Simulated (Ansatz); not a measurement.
Isolated molecules relaxed with PBE0-D4/def2-TZVP in Ansatz; ΔE leaves out vibrations. CBS: MP2 limit from def2 TZ/QZ plus the TZ coupled-cluster correction, frozen cores. DFT in def2-TZVPP. For Ge outer-core shells are correlated without core-valence functions, which leaves a few kJ/mol of doubt a bond. Scalar relativity is left out up to krypton. Each species was taken in one conformer, which may not be the lowest.

Reaction (cleavage of the Ge–Ge bond): `[OH][GeH]([F])[GeH3]` + `F[SiH]1CN1` → `F[SiH]1C[N]1[GeH3]` + `[OH][GeH2][F]`

```json
{"level": "PBE-D4", "ΔE (kcal/mol)": "4.4", "difference from CCSD(T)/CBS": "3.6"}
{"level": "PBE0-D4", "ΔE (kcal/mol)": "3.0", "difference from CCSD(T)/CBS": "2.2"}
{"level": "ωB97X-V", "ΔE (kcal/mol)": "0.9", "difference from CCSD(T)/CBS": "0.1"}
{"level": "r2SCAN", "ΔE (kcal/mol)": "2.6", "difference from CCSD(T)/CBS": "1.8"}
{"level": "PBE0", "ΔE (kcal/mol)": "3.5", "difference from CCSD(T)/CBS": "2.7"}
{"level": "HF/def2-TZVPP", "ΔE (kcal/mol)": "-3.0", "difference from CCSD(T)/CBS": "-3.8"}
{"level": "SCS-MP2/def2-TZVPP", "ΔE (kcal/mol)": "-2.3", "difference from CCSD(T)/CBS": "-3.1"}
{"level": "CCSD/def2-TZVPP", "ΔE (kcal/mol)": "-0.4", "difference from CCSD(T)/CBS": "-1.2"}
{"level": "SCS-MP2/def2-QZVPP", "ΔE (kcal/mol)": "-1.9", "difference from CCSD(T)/CBS": "-2.7"}
{"level": "HF/CBS(def2)", "ΔE (kcal/mol)": "-3.2", "difference from CCSD(T)/CBS": "-4.0"}
{"level": "CCSD(T)/CBS", "ΔE (kcal/mol)": "0.8", "difference from CCSD(T)/CBS": "0"}
```

Largest T1 diagnostic among the species: 0.012.

The D4 term adds −0.8 kcal/mol with B3LYP and −0.5 kcal/mol with PBE0; it sums over pairs of atoms, weighted by their polarisabilities, and B3LYP, whose exchange is more repulsive, gets the larger term. From PBE to PBE0 (25 % exact exchange), in def2-TZVPP and without D4, ΔE moves by −1.4 kcal/mol. In def2-TZVPP, CCSD(T) changes the Hartree–Fock value by +2.6 kcal/mol (the triples alone add +0.0 kcal/mol) and MP2 by +1.4 kcal/mol.

B3LYP here is the variant with VWN-RPA as its local correlation; programs differ in this.
